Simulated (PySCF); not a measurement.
## How methods differ on the interval between two levels of S³⁺

S³⁺ [Ne] 3s2 3p1 [2P3/2, M_J = 3/2] → S³⁺ [Ne] 3s1 3p1 4s1 [4P5/2, M_J = 5/2], as a difference of total energies. Computed with PySCF 2.14 in x2c-SVPall-2c with one added diffuse shell each of s, p type (5s5p1d, 25 functions), with the two-component X2C-1e Hamiltonian. Correlated levels: [Ne] frozen. "Screened" scales the spin-orbit matrix elements by Boettger's factors to mimic the two-electron term; Breit and QED terms are absent.

```csv
method,interval between two levels (cm⁻¹)
GHF (spin-free),248750
GMP2 (spin-free),256620
GHF (screened spin-orbit),248800
GMP2 (screened spin-orbit),256660
```

The labels give the starting determinants; with spin-orbit coupling the two ends relaxed to ⟨J²⟩ = 3.76, ⟨L²⟩ = 2.01, ⟨S²⟩ = 0.75 and ⟨J²⟩ = 8.95, ⟨L²⟩ = 2.20, ⟨S²⟩ = 3.75.
